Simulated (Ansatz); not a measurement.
```yaml
atoms:
  - { symbol: H, position_ang: [0.0000, 0.0000, 1.4738] }
  - { symbol: C, position_ang: [0.0000, 0.0000, 0.3677] }
  - { symbol: C, position_ang: [1.4538, 0.0000, -0.0944] }
  - { symbol: C, position_ang: [-0.7269, 1.2590, -0.0944] }
  - { symbol: C, position_ang: [-0.7269, -1.2590, -0.0944] }
  - { symbol: H, position_ang: [1.5159, 0.0000, -1.1960] }
  - { symbol: H, position_ang: [1.9929, 0.8896, 0.2680] }
  - { symbol: H, position_ang: [1.9929, -0.8896, 0.2680] }
  - { symbol: H, position_ang: [-0.7580, 1.3128, -1.1960] }
  - { symbol: H, position_ang: [-1.7669, 1.2811, 0.2680] }
  - { symbol: H, position_ang: [-0.2260, 2.1707, 0.2680] }
  - { symbol: H, position_ang: [-0.7580, -1.3128, -1.1960] }
  - { symbol: H, position_ang: [-0.2260, -2.1707, 0.2680] }
  - { symbol: H, position_ang: [-1.7669, -1.2811, 0.2680] }
```

Basis set: def2-TZVP (spherical functions). Frozen core: 4 orbitals. Charge 0, multiplicity 1.

Computed with Ansatz (development build ahead of 0.2.0); each method stands on the lowest determinant of its kind that the runs found. Restricted open shells among the atoms or ions are ROHF, correlated in semicanonical orbitals with singles.

(1) Give the atomization energy at this shape (free ground-state atoms in the same class of orbitals less the molecule, no zero-point energy) of singlet C₄H₁₀ by RHF-MP2, RHF.

Results:

(1)

```tsv
method	atomization energy
RHF-MP2	1265.08 kcal/mol
RHF	1008.49 kcal/mol
```
